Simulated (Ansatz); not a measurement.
```yaml
atoms:
  - { symbol: C, position_ang: [0.0028, -0.0016, -0.6005] }
  - { symbol: F, position_ang: [-0.0055, 1.0281, 0.1899] }
  - { symbol: F, position_ang: [0.0045, -1.0301, 0.1907] }
```

Basis set: STO-3G (spherical functions). Left uncorrelated: 3 orbitals. Charge 0, multiplicity 1.

Computed with Ansatz (development build ahead of 0.2.0); each method stands on the lowest determinant of its kind that the runs found. Restricted open shells among the atoms or ions are ROHF, correlated in semicanonical orbitals with singles.

(1) Give the atomization energy at this shape (free ground-state atoms in the same class of orbitals less the molecule, no zero-point energy) of singlet CF₂ by RHF-MP2, RHF.

Results:

(1)

| method | atomization energy |
| --- | --- |
| RHF-MP2 | 192.52 kcal/mol |
| RHF | 142.69 kcal/mol |

This basis has no polarisation functions and is too small for such energies, which can lie far from measured ones in either direction.
